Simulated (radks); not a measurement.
The numbers below are computed, except where a source is named.
The barium ion Ba2+ inside a hard spherical wall (all orbitals vanish at R), configuration held at [Xe] and not refilled when levels cross. Code: a radial shooting solver on a logarithmic mesh with Libxc functionals. Model: scalar-relativistic Kohn-Sham, PBE, spin-polarised, spherical densities, finite nucleus; Fermi nuclear charge, rms radius 4.8378 fm. Eigenvalues in eV for spin up, with the zero of energy where the potential of the charges vanishes at infinity; a dash marks a level that is unbound or too diffuse for the functional's potential to be trusted. A positive occupied level is held by the wall or, in an anion where self-interaction has pushed it up, behind a barrier. The pressure on the wall is -dE/dV.

\begin{tabular}{lrrrrrrrrr}
R (bohr) & E (hartree) & kinetic (hartree) & e(4p) & e(4d) & e(5s) & e(5p) & e(5d, empty) & e(6s, empty) & pressure (GPa) \\ \hline
free & -8134.6672 & 8586.828 & -193.49 & -102.16 & -45.979 & -30.908 & -12.909 & -12.341 & 0 \\
20 & -8134.6672 & 8586.828 & -193.49 & -102.16 & -45.979 & -30.908 & -12.909 & -12.341 & < 0.0001 \\
10 & -8134.6672 & 8586.828 & -193.49 & -102.16 & -45.979 & -30.908 & -12.908 & -12.334 & < 0.0001 \\
7 & -8134.6671 & 8586.830 & -193.49 & -102.16 & -45.976 & -30.905 & -12.842 & -11.957 & 0.00827 \\
6 & -8134.6663 & 8586.841 & -193.46 & -102.13 & -45.951 & -30.879 & -12.636 & -11.056 & 0.146 \\
5 & -8134.6565 & 8586.948 & -193.19 & -101.87 & -45.752 & -30.665 & -11.827 & -8.158 & 2.44 \\
4 & -8134.5505 & 8587.804 & -191.51 & -100.22 & -44.490 & -29.216 & -8.583 & 1.554 & 39.9 \\
3.5 & -8134.2944 & 8589.480 & -188.82 & -97.601 & -42.399 & -26.691 & -4.074 & 13.776 & 164 \\
2 & -8121.6892 & 8641.585 & -148.03 & -58.203 & 11.367 & 38.290 & 83.830 & 216.80 & 19600 \\
1.5 & -8082.2297 & 8776.532 & -88.918 & 3.464 & 146.37 & 189.03 & 253.38 & 570.74 & 166000 \\
\end{tabular}
